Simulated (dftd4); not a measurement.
Li (SMILES [Li]), doublet; D4 for pbe (dftd4 4.2.0).

The dftd4 input:
```
$ dftd4 mol.xyz --func pbe --charge 0 --json dftd4.json --noedisp --grad

# file mol.xyz
1

Li     0.00000000     0.00000000     0.00000000
```

Output, abridged:

```
                    ____  _____ _____     ____  _  _
      -------------|  _ \|  ___|_   _|---|  _ \| || |------------
     |             | | | | |_    | | ___ | | | | || |_           |
     |             | |_| |  _|   | ||___|| |_| |__   _|          |
     |             |____/|_|     |_|     |____/   |_|            |
     |             ===================================           |
     |            E. Caldeweyher, S. Ehlert & S. Grimme          |
     |          Mulliken Center for Theoretical Chemistry        |
     |                    University of Bonn                     |
      -----------------------------------------------------------

Rational (Becke-Johnson) damping: pbe-D4-ATM
---------------------
  s6         1.0000
  s8         0.9595
  s9         1.0000
  a1         0.3857
  a2         4.8069
 alp        16.0000
--------------------

Dispersion energy:       0.0000000000000E+00 Eh

Gradient norm:           0.0000000000000E+00 Eh/a0
--------------------------------------------------
     #    Z           dE/dx      dE/dy      dE/dz
--------------------------------------------------
     1    3 Li    0.000E+00  0.000E+00  0.000E+00
--------------------------------------------------

Virial:
--------------------------------------------------
      component           x          y          z
--------------------------------------------------
          x       0.000E+00  0.000E+00  0.000E+00
          y       0.000E+00  0.000E+00  0.000E+00
          z       0.000E+00  0.000E+00  0.000E+00
--------------------------------------------------

[Info] Dispersion results written to 'dftd4.txt'
[Info] JSON dump of results written to 'dftd4.json'
```
